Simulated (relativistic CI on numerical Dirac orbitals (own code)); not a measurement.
# Electric-dipole lines of Kr XVIII

Calculated at this level of theory: Dirac-Coulomb-Breit CI, orbitals from a KLI potential per configuration, model QED, unscaled Slater integrals (own radial code, finite nucleus).

CI space (outside the closed core [Ne]): 3s²3p⁶3d, 3s²3p⁵3d², 3s3p⁶3d², 3s²3p⁶4s, 3s²3p⁶4p, 3s²3p⁶4d, 3s²3p⁶4f, 3s²3p⁵3d4s, 3s²3p⁵3d4p, 3s²3p⁶5s, 3s²3p⁵3d4d, 3s²3p⁶5p, 3s3p⁶3d4s, 3s²3p⁶5d, 3s3p⁶3d4p, 3s²3p⁵3d4f, 3s²3p⁶5f, 3s²3p⁶5g, 3p⁶3d²4p, 3s3p⁶3d4d, 3s²3p⁶6s, 3s²3p⁶6p, 3p⁶3d³, 3p⁵3d⁴, 3p⁶3d²4s, 3p⁵3d³4s, 3p⁶3d²4d, 3p⁵3d³4d. Double excitations out of closed p, d and f shells are left out; levels of such configurations are missing from the list, as are those of other unlisted configurations, and high levels can miss mixing partners. These lack a partner that the ground configuration has and come out too high: 3s²3p⁵3d4p, 3s²3p⁵3d4f.

| λ vac (nm) | Lower | Upper | A (s⁻¹) | gf | Branching (%) |
| --- | --- | --- | --- | --- | --- |
| 2.7094 | 3s²3p⁶3d ²D3/2 [1] | 3s²3p⁶5f ²F°5/2 [366] | 1.63e+12 | 1.08e+00 | 81.8 |
| 2.7202 | 3s²3p⁶3d ²D5/2 [2] | 3s²3p⁶5f ²F°7/2 [368] | 1.68e+12 | 1.49e+00 | 85.2 |
| 2.9018 | 3s²3p⁶3d ²D5/2 [2] | 3s²3p⁵3d4d ²F°7/2 [259] | 9.18e+11 | 9.27e-01 | 96.2 |
| 2.9907 | 3s²3p⁶3d ²D5/2 [2] | 3s²3p⁵3d4d ²F°7/2 [213] | 1.08e+12 | 1.16e+00 | 97.5 |
| 3.4805 | 3s²3p⁵3d² ⁴G°11/2 [8] | 3s²3p⁵3d4f ²I13/2 [329] | 7.38e+11 | 1.88e+00 | 38.5 |
| 3.4866 | 3s²3p⁵3d² ⁴D°3/2 [4] | 3s²3p⁵3d4f ⁴F3/2 [293] | 1.79e+12 | 1.30e+00 | 49.5 |
| 3.4866 | 3s²3p⁵3d² ⁴D°5/2 [5] | 3s²3p⁵3d4f ⁴F7/2 [299] | 1.28e+12 | 1.87e+00 | 37.4 |
| 3.4879 | 3s²3p⁵3d² ⁴G°9/2 [7] | 3s²3p⁵3d4f ²I11/2 [324] | 1.04e+12 | 2.27e+00 | 73.5 |
| 3.4907 | 3s²3p⁵3d² ⁴D°5/2 [5] | 3s²3p⁵3d4f ⁴F5/2 [297] | 1.80e+12 | 1.97e+00 | 50.2 |
| 3.4917 | 3s²3p⁵3d² ⁴D°7/2 [6] | 3s²3p⁵3d4f ⁴F9/2 [304] | 1.39e+12 | 2.53e+00 | 44.5 |
| 3.4971 | 3s²3p⁵3d² ⁴G°5/2 [10] | 3s²3p⁵3d4f ⁴H7/2 [321] | 1.75e+12 | 2.56e+00 | 48.4 |
| 3.4989 | 3s²3p⁵3d² ²G°7/2 [26] | 3s²3p⁵3d4f ⁴H9/2 [398] | 2.74e+12 | 5.03e+00 | 64.5 |
| 3.4993 | 3s²3p⁵3d² ⁴D°1/2 [3] | 3s²3p⁵3d4f ⁴D3/2 [284] | 2.07e+12 | 1.52e+00 | 82.0 |
| 3.5005 | 3s²3p⁵3d² ⁴G°7/2 [9] | 3s²3p⁵3d4f ⁴H9/2 [319] | 3.66e+12 | 6.73e+00 | 81.9 |
| 3.5021 | 3s²3p⁵3d² ⁴D°7/2 [6] | 3s²3p⁵3d4f ⁴F7/2 [299] | 1.32e+12 | 1.95e+00 | 38.6 |
| 3.5028 | 3s²3p⁵3d² ⁴G°9/2 [7] | 3s²3p⁵3d4f ⁴H11/2 [316] | 2.47e+12 | 5.46e+00 | 67.7 |
| 3.5040 | 3s²3p⁵3d² ⁴F°9/2 [17] | 3s²3p⁵3d4f ⁴G11/2 [341] | 3.85e+12 | 8.51e+00 | 96.8 |
| 3.5047 | 3s²3p⁵3d² ⁴G°11/2 [8] | 3s²3p⁵3d4f ⁴H11/2 [316] | 1.04e+12 | 2.29e+00 | 28.4 |
| 3.5077 | 3s²3p⁶3d ²D3/2 [1] | 3s²3p⁶4f ²F°5/2 [81] | 2.14e+12 | 2.37e+00 | 88.4 |
| 3.5081 | 3s²3p⁵3d² ⁴G°11/2 [8] | 3s²3p⁵3d4f ⁴H13/2 [313] | 3.98e+12 | 1.03e+01 | 98.6 |
| 3.5095 | 3s²3p⁵3d² ⁴D°3/2 [4] | 3s²3p⁵3d4f ⁴D5/2 [281] | 1.92e+12 | 2.13e+00 | 78.8 |
| 3.5097 | 3s²3p⁵3d² ⁴G°9/2 [7] | 3s²3p⁵3d4f ⁴G11/2 [307] | 7.51e+11 | 1.66e+00 | 41.4 |
| 3.5122 | 3s²3p⁵3d² ⁴G°7/2 [9] | 3s²3p⁵3d4f ⁴D7/2 [310] | 1.06e+12 | 1.57e+00 | 39.3 |
| 3.5162 | 3s²3p⁵3d² ⁴D°7/2 [6] | 3s²3p⁵3d4f ⁴F9/2 [292] | 1.77e+12 | 3.27e+00 | 82.2 |
| 3.5164 | 3s²3p⁵3d² ⁴G°9/2 [7] | 3s²3p⁵3d4f ⁴F9/2 [304] | 7.23e+11 | 1.34e+00 | 23.2 |
| 3.5177 | 3s²3p⁵3d² ²G°7/2 [15] | 3s²3p⁵3d4f ²H9/2 [336] | 2.50e+12 | 4.64e+00 | 65.9 |
| 3.5214 | 3s²3p⁵3d² ²H°9/2 [25] | 3s²3p⁵3d4f ²I11/2 [373] | 2.58e+12 | 5.76e+00 | 87.4 |
| 3.5222 | 3s²3p⁵3d² ²H°11/2 [21] | 3s²3p⁵3d4f ²I13/2 [347] | 4.33e+12 | 1.13e+01 | 98.3 |
| 3.5249 | 3s²3p⁵3d² ²F°7/2 [20] | 3s²3p⁵3d4f ⁴F9/2 [344] | 1.93e+12 | 3.59e+00 | 50.8 |
| 3.5252 | 3s²3p⁵3d² ⁴D°5/2 [5] | 3s²3p⁵3d4f ⁴D7/2 [280] | 1.13e+12 | 1.69e+00 | 51.1 |
| 3.5290 | 3s²3p⁶3d ²D5/2 [2] | 3s²3p⁶4f ²F°7/2 [80] | 2.58e+12 | 3.85e+00 | 99.7 |
| 3.5296 | 3s²3p⁵3d² ²D°5/2 [16] | 3s²3p⁵3d4f ²F7/2 [326] | 2.01e+12 | 3.00e+00 | 60.5 |
| 3.5331 | 3s²3p⁶3d ²D3/2 [1] | 3s²3p⁵3d4s ²F°5/2 [79] | 7.89e+11 | 8.86e-01 | 91.5 |
| 3.5356 | 3s²3p⁵3d² ²H°9/2 [25] | 3s²3p⁵3d4f ²I11/2 [364] | 2.16e+12 | 4.86e+00 | 85.6 |
| 3.5447 | 3s²3p⁵3d² ⁴D°7/2 [30] | 3s²3p⁵3d4f ²G9/2 [371] | 1.96e+12 | 3.68e+00 | 49.2 |
| 3.5578 | 3s²3p⁵3d² ²H°11/2 [21] | 3s²3p⁵3d4f ²I13/2 [329] | 1.17e+12 | 3.10e+00 | 60.9 |
| 3.5643 | 3s²3p⁵3d² ²F°7/2 [22] | 3s²3p⁵3d4f ²G9/2 [327] | 2.44e+12 | 4.64e+00 | 71.2 |
| 8.8813 | 3s²3p⁶3d ²D3/2 [1] | 3s²3p⁵3d² ²D°3/2 [46] | 6.36e+11 | 3.01e+00 | 81.2 |
| 8.9912 | 3s²3p⁶3d ²D5/2 [2] | 3s²3p⁵3d² ²D°5/2 [47] | 7.35e+11 | 5.35e+00 | 96.4 |
| 9.0512 | 3s²3p⁶3d ²D5/2 [2] | 3s²3p⁵3d² ²P°3/2 [45] | 4.87e+11 | 2.39e+00 | 77.6 |
| 9.0809 | 3s²3p⁶3d ²D3/2 [1] | 3s²3p⁵3d² ²P°1/2 [44] | 5.86e+11 | 1.45e+00 | 100.0 |
| 9.6992 | 3s²3p⁶3d ²D5/2 [2] | 3s²3p⁵3d² ²F°7/2 [43] | 3.27e+11 | 3.69e+00 | 100.0 |
| 9.9545 | 3s²3p⁶3d ²D3/2 [1] | 3s²3p⁵3d² ²F°5/2 [41] | 3.04e+11 | 2.71e+00 | 99.0 |
| 14.485 | 3s²3p⁵3d² ⁴G°11/2 [8] | 3s3p⁶3d² ⁴F9/2 [51] | 5.97e+10 | 1.88e+00 | 47.3 |
| 14.642 | 3s²3p⁵3d² ⁴G°9/2 [7] | 3s3p⁶3d² ⁴F7/2 [50] | 5.76e+10 | 1.48e+00 | 45.7 |

Terms are leading LS components. Brackets give the number of a level in order of energy, since labels repeat. The list gives strong lines, with weight on those to low levels, without lines whose two gauges differ by over a factor of 2.5, among the lowest 400 of 1927 levels, so that lines to higher ones, which can be the strongest, are missing. Levels whose partners in the same complex of configurations lie outside the list can be far off, and so can their lines. Rates are taken at the computed energies, electric ones in the length gauge.

At this charge energies of transitions that change n are usually good to better than 1 %, and those within a shell (Δn = 0) to a few per cent.

LS names give the leading component of a level, which can be under half, so a name can repeat, a term be missing and a line seem to break the LS rules.
